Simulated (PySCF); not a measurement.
PySCF 2.14 output of an unrestricted PBE calculation on a single atom or ion in x2c-TZVPPall (6s5p4d2f1g, 64 functions), with scalar relativity by spin-free X2C-1e:

```
SCF conv_tol = 1e-09
number electrons alpha = 16  beta = 13
    J. P. Perdew, K. Burke, and M. Ernzerhof.,  Phys. Rev. Lett. 77, 3865 (1996)
    J. P. Perdew, K. Burke, and M. Ernzerhof.,  Phys. Rev. Lett. 78, 1396 (1997)
    J. P. Perdew, K. Burke, and M. Ernzerhof.,  Phys. Rev. Lett. 77, 3865 (1996)
    J. P. Perdew, K. Burke, and M. Ernzerhof.,  Phys. Rev. Lett. 78, 1396 (1997)
cycle= 1 E= -1654.29175673046  delta_E= -0.00275  |g|= 0.346  |ddm|= 0.268
cycle= 2 E= -1654.22591324363  delta_E= 0.0658  |g|= 0.755  |ddm|= 0.351
cycle= 3 E= -1654.31121893701  delta_E= -0.0853  |g|= 0.0255  |ddm|= 0.212
cycle= 4 E= -1654.31135712875  delta_E= -0.000138  |g|= 0.00317  |ddm|= 0.0189
cycle= 5 E= -1654.31135892396  delta_E= -1.8e-06  |g|= 7.92e-05  |ddm|= 0.00162
cycle= 6 E= -1654.31135892525  delta_E= -1.29e-09  |g|= 4.66e-06  |ddm|= 4.8e-05
cycle= 7 E= -1654.31135892526  delta_E= -7.5e-12  |g|= 8.94e-07  |ddm|= 4.1e-06
converged SCF energy = -1654.31135892526  <S^2> = 3.7507445  2S+1 = 4.0003722
```

The run itself started from symmetry-adapted Hartree-Fock orbitals and held the occupation by maximum overlap, on a logarithmic radial grid, so the iterations belong to that start.

Problem. Which element, charge and spin multiplicity is this?

Solution. Cu (copper, neutral), multiplicity 4; the state was [Ar] 3d9 4s1 4p1, one real determinant (an excited configuration).

⟨L²⟩ = 8.01 against 12 for a pure F term, so this real determinant mixes terms.
